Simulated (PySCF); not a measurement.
# Broadened absorption spectrum of C3H9O2PSi

C₃H₉O₂PSi.
SMILES with atom numbers: `[CH2:1]=[CH:2][P@@:3](=[O:4])([OH:5])[CH2:6][SiH3:7]` (hydrogens: H8, H9 on C1; H10 on C2; H11 on O5; H12, H13 on C6; H14, H15, H16 on Si7)

Method used: TDDFT PBE0/def2-SVPD, vertical, gas phase, core orbitals frozen in the response in PySCF. Geometry: GFN2-xTB, one conformer, isolated molecule. Torsions of this conformer, `[CH2:1]=[CH:2][P@@:3](=[O:4])([OH:5])[CH2:6][SiH3:7]`: C1–C2–P3–O4 5°, C2–P3–C6–Si7 67°, H–O5–P3–C2 -107°.

Each state is given a Gaussian of 0.5 eV full width at half maximum, with ε(max) = 2.175×10⁸ f / Δν̃ (Δν̃ the width in cm⁻¹). The width is an assumption, not a result. The curve ends short of the highest state used, and states not computed would add to its high-energy end.

```tsv
λ (nm)	ε (L mol⁻¹ cm⁻¹)
175.6	7057
177.2	4925
178.7	3367
180.3	2154
181.8	1376
183.4	848
184.9	563
186.5	411
188.0	358
189.6	353
191.1	365
192.7	377
194.2	376
195.8	358
197.3	326
198.9	282
200.4	236
202.0	189
203.5	150
205.1	115
206.6	90
208.2	71
209.7	58
211.3	48
212.8	41
214.4	34
215.9	29
217.5	25
219.0	20
220.6	16
222.1	13
223.7	10
225.2	7
226.8	5
228.3	4
229.9	3
231.4	2
233.0	1
234.5	1
236.1	0
237.6	0
239.2	0
240.7	0
242.3	0
```

**Question.** Locate the maxima and give the states behind the curve.

**Answer.** 193 nm (6.41 eV), ε about 380, made up of S2 (98%) (ε in L mol⁻¹ cm⁻¹; maxima over ε = 5, shares over 10%). At its high-energy end, 7.06 eV, the curve is still rising (ε about 7000, from S3, S4 and S5). The states used: S1 5.87 eV (f 0.0006); S2 6.40 eV (f 0.0069); S3 7.15 eV (f 0.058); S4 7.27 eV (f 0.025); S5 7.42 eV (f 0.249); S6 7.54 eV (f 0.018); S7 7.57 eV (f 0.012); S8 7.66 eV (f 0.013).

**Question.** Coming from long wavelengths, where does ε first pass 100 L mol⁻¹ cm⁻¹?

**Answer.** At about 206 nm (6.02 eV), 0.15 eV above S1.

**Question.** What would ε be at 6.41 eV, the highest of these maxima, with half the width (0.25 eV)?

**Answer.** About 736 L mol⁻¹ cm⁻¹ against 379, a factor of about 1.9; a lone state at its own centre would give exactly 2.

**Question.** On this curve, what absorbance would a 10⁻³ mol/L sample give at 193 nm over a 1 cm path?

**Answer.** 193 nm is 6.424 eV, where ε is about 380 L mol⁻¹ cm⁻¹, so A = ε c l ≈ 0.38 (Beer–Lambert, with the gas-phase spectrum and the assumed width).
